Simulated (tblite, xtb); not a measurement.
C4H6Cl2N2Pd, singlet, at a GFN2-xTB geometry (such geometries of metal compounds can be far from the true shape). Base run: GFN1-xTB run with xtb.

xtb was given this input:
```
$ xtb mol.xyz --gfn 1 --json

# file mol.xyz
15

Pd     0.00017962    -0.00005510    -0.00033344
Cl     2.11649352    -0.89174405    -0.04805948
Cl    -2.11625987     0.89156516     0.05171856
C      1.70141197     4.09531329     0.01423562
C      1.15768074     2.77438347     0.00979306
N      0.71893851     1.71143812     0.00669387
H      2.18207314     4.29497497    -0.94343071
H      2.43887531     4.18367216     0.81195712
H      0.90197081     4.81832869     0.17627074
C     -1.70307113    -4.09460233    -0.01623726
C     -1.15764434    -2.77437072    -0.01252007
N     -0.71862667    -1.71154519    -0.00797877
H     -2.60254341    -4.11968066     0.59888922
H     -0.96861817    -4.79376175     0.38357361
H     -1.95643841    -4.38155086    -1.03675983
```

Programs used: tblite, xtb; a row that names a program was run with it.

The base run was repeated with changes; each row names its change, and settings that it needs were set with it.

```
change                                                      ΔE vs base (mEh)  HOMO-LUMO gap (eV)  dipole (D)  G_solv (kcal/mol)  SCF cycles
----------------------------------------------------------  ----------------  ------------------  ----------  -----------------  ----------
base                                                                   0.000                3.24        0.02                  -          10
program = tblite; method = gfn1; option = --spin-polarized             0.000                   -           -                  -           -
alpb = hexane                                                        -20.782                3.28        0.02             -13.39          10
program = tblite; method = gfn1; option = (--alpb, water)            -21.791                   -           -                  -           -
acc = 30                                                               0.000                3.24        0.02                  -           8
alpb = ch2cl2                                                        -32.718                3.31        0.02             -22.32           9
gbsa = chcl3                                                         -32.175                3.31        0.02             -22.12           9
alpb = thf                                                           -30.914                3.30        0.02             -20.97          10
program = tblite; method = gfn1; option = (--etemp, 2000)             -0.003                   -           -                  -           -
acc = 0.0001                                                           0.000                3.24        0.02                  -          16
program = tblite; method = gfn1; option = (--guess, eeq)               0.000                   -           -                  -           -
gbsa = methanol                                                      -33.858                3.32        0.02             -24.16          10
```

ALPB and GBSA are two models with their own fitted parameters for each solvent, which aren't always the measured dielectric constant.
